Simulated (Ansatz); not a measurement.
Species: SiF2, charge 1, doublet. SiF2+ (parent SMILES F[Si]F, doublet).
B3LYP-D3(BJ)/def2-TZVP minimum from Ansatz (a quantum-chemistry and plane-wave program):
```xyz
3

F     -1.3239    -0.3705     0.0614
Si    -0.0116     0.4321    -0.0096
F      1.3419    -0.3015    -0.0464
```
Charge +1, spin multiplicity 2.

Hartree-Fock and CCSD(T) correlation energies in hartree (Ansatz). Radicals and triplets start from unrestricted determinants; spin-orbit coupling is neglected. Cores are frozen in correlated methods. No relativity.

```
basis        X       E(HF)  E(corr, CCSD(T))
-----------  -  ----------  ----------------
cc-pV(T+d)Z  3  -487.65088          -0.58994
cc-pV(Q+d)Z  4  -487.67458          -0.64085
cc-pV(5+d)Z  5  -487.68009          withheld
```

Task: Fit E(corr) = E∞ + A/X³ to X = 3 and 4, predict X = 5, and compare with the run.

Result: A = (-0.58994 - (-0.64085))/(1/27 - 1/64) = 2.3776; E∞ = -0.64085 - A/64 = -0.67800; at X = 5, E∞ + A/125 = -0.65898. The run gave -0.66021, 1.23 mEh below the prediction. The same form on X = 4 and 5 gives E∞ = -0.68052, 2.52 mEh below the first estimate.
